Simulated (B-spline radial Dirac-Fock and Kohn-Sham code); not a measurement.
## Dipole and non-dipole photoemission parameters of P⁵⁺ 2p3/2

System: P⁵⁺, configuration 1s2 2s2 2p6; threshold 216.8 eV (orbital energy of the model). The computed values come from a B-spline atomic structure program: Dirac-Hartree-Slater photoionisation with a Latter tail; cross sections with all multipoles, angular parameters from the dipole term and its interference with E2.

Input of the calculation (task.json; shells as n, l, electrons):

```json
{"items": [{
  "Z": 15,
  "q": 5,
  "cfg": [[1, 0, 2], [2, 0, 2], [2, 1, 6]],
  "A": 31,
  "rrms": 3.1889,
  "do": "xps",
  "hv": [55.9, 80, 100.0, 105.0, 129.0, 150, 200, 280.0, 289.0, 400, 405.0, 421.0, 639.0, 680.0, 744.0, 800, 1010.0, 1050.0, 1170.0, 1360.0, 1486.9, 3680.0, 5340.0, 6000, 6100.0, 6850.0, 7200.0, 8047.8, 12100.0]
}]}
```

Command: `python xray2_run.py task.json out`

For linearly polarised light dσ/dΩ = σ/(4π) [1 + β P₂(cos θ) + (δ + γ cos²θ) sin θ cos φ], with θ from the polarisation vector and φ the angle between the beam and the projection of the electron momentum on the plane normal to the polarisation.

```csv
hν (eV),σ (kb),β,γ,δ
280,1190,1.409,0.044,0.014
289,1110,1.424,0.053,0.014
400,501,1.485,0.148,0.016
405,485,1.485,0.152,0.016
421,439,1.485,0.164,0.017
639,140,1.423,0.301,0.024
680,117,1.408,0.323,0.025
744,90.6,1.382,0.355,0.027
800,73.3,1.359,0.380,0.029
1010,36.4,1.272,0.456,0.037
1050,32.4,1.256,0.467,0.039
1170,23.2,1.210,0.502,0.043
1360,14.5,1.142,0.547,0.051
1486.9,10.9,1.101,0.575,0.056
3680,?,?,?,?
5340,0.139,0.509,0.906,0.196
6000,0.0907,0.464,0.931,0.215
6100,0.0853,0.458,0.934,0.218
6850,0.0557,0.416,0.960,0.239
7200,0.0463,0.399,0.970,0.249
8047.8,0.0306,0.363,0.996,0.270
12100,0.00656,0.240,1.109,0.360
```

Question: Give the values at 3680 eV.

Answer: σ = 0.524 kb, β = 0.669, γ = 0.823, δ = 0.141.
